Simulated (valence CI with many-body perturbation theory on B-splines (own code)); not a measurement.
**Valence orbitals of In XXXIV**

Computed by configuration interaction combined with many-body perturbation theory (CI+MBPT): six valence electrons over a frozen Dirac-Fock core [Ne], a basis of 9 s, 9 p, 8 d, 6 f, 3 g, 1 h functions for each j, with the one-electron correlation potential Σ1 (screened to all orders), the two-electron term Σ2, the three-electron term Σ3, Breit, model QED; selected single and double excitations, second order for the rest, scaled by the run's own slope (own B-spline code, finite nucleus).

The last digits are not significant, and no measured levels were compared; by estimate large intervals hold to a few tenths of a per cent, small ones and those within an open d or f shell to about a per cent. Among the levels kept, up to 1600 cm⁻¹ of a level comes from second order outside the variational space, and about a tenth of that is noise between levels of different J, which matters for small intervals.

These are the spectroscopic orbitals of the CI (the correlating ones are not listed), shaped by the core and the other valence electrons. h is the expectation value of the core's Dirac-Fock operator, without the valence repulsion; Σ1 is computed up to l = 3 at one energy for each symmetry, that of its lowest orbital but kept below the first core excitation, so for empty shells it is not the orbital's own correlation shift; Breit and QED include the response of the core.

```csv
Orbital,h (hartree),Σ1 (cm⁻¹),Breit (cm⁻¹),QED (cm⁻¹),⟨r⟩ (bohr)
3s1/2,-96.545,-6202,10075,7575,0.3137
4s1/2,-52.28,-1984,3762,2903,0.5917
5s1/2,-32.701,-890,1769,1388,0.9607
6s1/2,-22.373,-481,980,773,1.416
3p1/2,-93.303,-7811,16596,-182,0.3002
4p1/2,-50.918,-2475,6282,-63.7,0.5850
5p1/2,-32.013,-1118,3008,-29.6,0.9600
6p1/2,-21.98,-607,1680,-16.3,1.422
3p3/2,-91.253,-7265,10070,565,0.3081
4p3/2,-50.089,-2351,3776,222,0.5955
5p3/2,-31.599,-1070,1886,108,0.9732
6p3/2,-21.744,-584,1053,61.0,1.438
3d3/2,-87.099,-8811,7497,-285,0.2686
4d3/2,-48.456,-2355,2612,-95.8,0.5677
5d3/2,-30.797,-1037,1237,-45.1,0.9534
3d5/2,-86.638,-8344,3510,-28.9,0.2710
4d5/2,-48.259,-2227,1216,3.0,0.5705
5d5/2,-30.696,-981,585,3.9,0.9569
4f5/2,-47.344,-1818,201,-31.2,0.5064
5f5/2,-30.232,-897,138,-17.1,0.8999
4f7/2,-47.263,-1777,44.2,9.1,0.5077
5f7/2,-30.191,-874,30.3,3.3,0.9014
5g7/2,-30.019,,3.3,-6.2,0.8017
5g9/2,-29.996,,0.3,4.6,0.8026
```

Among the shells of the start configuration 3s2 3p4, Σ1 is largest in size for 3p1/2, where it is 0.038 % of h.

Lowest root of each symmetry, sizes in configuration state functions:

```tsv
J	Parity	Roots	Reference	Variational	Second order	Change by selected CI (cm⁻¹)	Change by second order (cm⁻¹)
0	even	3	19	60738	447136	-25422	-18
1	even	2	32	55844	1219233	-25516	-160
2	even	3	47	52822	1876036	-25819	-185
0	odd	5	32	59987	485151	-26465	-45
1	odd	10	84	59530	1619444	-24373	-669
2	odd	10	106	55913	3061132	-22212	-1279
3	odd	8	98	54896	3091937	-26060	-1383
4	odd	5	69	54657	3324463	-26269	-1123
5	odd	1	38	57064	1516025	-29904	-686
```
